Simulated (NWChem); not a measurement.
Everything below was run with NWChem. System: CH5BF2O, charge 0, spin multiplicity 1, at a geometry optimised with PBE0/def2-SVP. The structure started from a generated list of species. Level: RHF/def2-TZVP.

NWChem printed:

```
             Northwest Computational Chemistry Package (NWChem) 7.3.0
             --------------------------------------------------------

                                NWChem Input Module
                                -------------------

 Scaling coordinates for geometry "geometry" by  1.889725989
 (inverse scale =  0.529177249)

                             Geometry "geometry" -> ""
                             -------------------------

 Output coordinates in angstroms (scale by  1.889725989 to convert to a.u.)

  No.       Tag          Charge          X              Y              Z
 ---- ---------------- ---------- -------------- -------------- --------------
    1 B                    5.0000     0.65337300    -0.50662600     0.44956100
    2 H                    1.0000     1.80883800    -0.82965700     0.24328100
    3 F                    9.0000     0.44740700     0.44999200     1.40011100
    4 F                    9.0000    -0.29744700    -1.47222000     0.42545900
    5 C                    6.0000    -0.99006000     0.93637200    -1.08381300
    6 O                    8.0000     0.30890300     0.34451600    -0.99788500
    7 H                    1.0000    -1.11908700     1.71056800    -0.31439800
    8 H                    1.0000    -1.70183700     0.12288600    -0.90592100
    9 H                    1.0000    -1.13716400     1.34882900    -2.09100300
   10 H                    1.0000     1.00187500     1.00619600    -1.12394100

 Effective nuclear repulsion energy (a.u.)     189.5839538988

            Nuclear Dipole moment (a.u.)
            ----------------------------
        X                 Y               Z
 ---------------- ---------------- ----------------
    -0.0000113384    -0.0000000000    -0.0000094486


 Summary of "ao basis" -> "" (spherical)
 ------------------------------------------------------------------------------
       Tag                 Description            Shells   Functions and Types
 ---------------- ------------------------------  ------  ---------------------
 *                         def2-tzvp                  on all atoms

 Summary of "ao basis" -> "ao basis" (spherical)
 ------------------------------------------------------------------------------
       Tag                 Description            Shells   Functions and Types
 ---------------- ------------------------------  ------  ---------------------
 B                         def2-tzvp                11       31   5s3p2d1f
[...]
 Vector   21  Occ=2.000000D+00  E=-4.784338D-01
              MO Center=  1.1D+00, -5.8D-01,  2.7D-01, r^2= 2.0D+00
   Bfn.  Coefficient  Atom+Function         Bfn.  Coefficient  Atom+Function
  ----- ------------  ---------------      ----- ------------  ---------------
    33      0.256125   2 H  s                34      0.205801   2 H  s
     6      0.203831   1 B  px               32      0.171582   2 H  s
     9      0.168165   1 B  px               43     -0.156838   3 F  px
    74     -0.155570   4 F  px

 Vector   22  Occ=0.000000D+00  E= 1.094423D-01
              MO Center=  8.8D-01,  1.4D+00, -1.2D+00, r^2= 4.5D+00
   Bfn.  Coefficient  Atom+Function         Bfn.  Coefficient  Atom+Function
  ----- ------------  ---------------      ----- ------------  ---------------
   104      2.716671   5 C  s               182     -1.387484  10 H  s
   176     -1.032719   9 H  s               164     -0.937834   7 H  s
     5     -0.880627   1 B  s               170     -0.800017   8 H  s
     4      0.755973   1 B  s               135      0.613472   6 O  s
   142      0.515655   6 O  px               34      0.387973   2 H  s

 Vector   23  Occ=0.000000D+00  E= 1.490324D-01
              MO Center= -1.2D+00,  9.8D-01, -8.5D-01, r^2= 7.1D+00
   Bfn.  Coefficient  Atom+Function         Bfn.  Coefficient  Atom+Function
  ----- ------------  ---------------      ----- ------------  ---------------
   104      4.291328   5 C  s               164     -1.765360   7 H  s
   170     -1.614533   8 H  s               176     -1.493736   9 H  s
   135     -1.469059   6 O  s                12      0.532600   1 B  px
     4      0.319784   1 B  s               113      0.316943   5 C  pz
   182      0.306052  10 H  s               142      0.248275   6 O  px

 Vector   24  Occ=0.000000D+00  E= 1.782614D-01
              MO Center=  1.5D+00, -1.3D+00,  1.4D+00, r^2= 5.5D+00
   Bfn.  Coefficient  Atom+Function         Bfn.  Coefficient  Atom+Function
  ----- ------------  ---------------      ----- ------------  ---------------
     5      2.466149   1 B  s                 4     -1.993117   1 B  s
    34     -1.449478   2 H  s                12      1.377913   1 B  px
   104      1.005699   5 C  s                13     -0.675937   1 B  py
    14      0.430389   1 B  pz              182     -0.395092  10 H  s
   135      0.308816   6 O  s               164     -0.276594   7 H  s

 center of mass
 --------------
 x =   0.04482421 y =  -0.11208948 z =   0.14835485

 moments of inertia (a.u.)
 ------------------
         519.889790774149          17.816977101561         -86.195470913341
          17.816977101561         401.066800369585          87.750533105878
         -86.195470913341          87.750533105878         356.083294895926

  Mulliken analysis of the total density
  --------------------------------------

    Atom       Charge   Shell Charges
 -----------   ------   -------------------------------------------------------
    1 B    5     4.43   0.91  1.07  0.45  0.25  0.02  0.84  0.49  0.03  0.14  0.17  0.06
    2 H    1     1.09   0.26  0.53  0.29  0.01
    3 F    9     9.40   0.77  1.20  0.59  0.99  0.37  2.26  2.29  0.92  0.00  0.01  0.00
    4 F    9     9.39   0.77  1.20  0.59  0.99  0.37  2.26  2.29  0.91  0.00  0.01  0.00
    5 C    6     6.15   0.85  1.12  0.48  0.68  0.08  1.21  1.31  0.29  0.03  0.08  0.01
    6 O    8     8.35   0.79  1.18  0.55  0.99  0.17  1.87  2.12  0.65  0.00  0.03  0.00
    7 H    1     0.85   0.27  0.48  0.09  0.02
    8 H    1     0.84   0.26  0.47  0.08  0.02
    9 H    1     0.87   0.27  0.49  0.09  0.02
   10 H    1     0.64   0.24  0.33  0.02  0.05

       Multipole analysis of the density wrt the origin
       ------------------------------------------------

     L   x y z        total         open         nuclear
     -   - - -        -----         ----         -------
     0   0 0 0     -0.000000      0.000000     42.000000

     1   1 0 0     -0.170623      0.000000     -0.000011
     1   0 1 0      1.331612      0.000000     -0.000000
     1   0 0 1     -1.415488      0.000000     -0.000009

     2   2 0 0    -19.985343      0.000000     75.329415
     2   1 1 0     -0.142712      0.000000    -17.008390
     2   1 0 1     -0.172502      0.000000     48.298996
     2   0 2 0    -21.775934      0.000000    126.002148
     2   0 1 1     -2.722347      0.000000    -52.664117
     2   0 0 2    -22.018169      0.000000    149.666241

 Task  times  cpu:       93.8s     wall:       93.8s

 Total times  cpu:       93.9s     wall:       93.9s
```

### Question
Write an NWChem input that would produce this output.

### Answer
This is not unique; one that fits is 
```
start mol
memory heap 200 mb stack 800 mb global 1000 mb
geometry units angstroms nocenter noautoz noautosym
  B      0.653373    -0.506626     0.449561
  H      1.808838    -0.829657     0.243281
  F      0.447407     0.449992     1.400111
  F     -0.297447    -1.472220     0.425459
  C     -0.990060     0.936372    -1.083813
  O      0.308903     0.344516    -0.997885
  H     -1.119087     1.710568    -0.314398
  H     -1.701837     0.122886    -0.905921
  H     -1.137164     1.348829    -2.091003
  H      1.001875     1.006196    -1.123941
end
basis spherical
  * library def2-tzvp
end
scf
  rhf
  nopen 0
  maxiter 100
  thresh 1e-7
  semidirect memsize 60000000 filesize 0
end
task scf energy
```
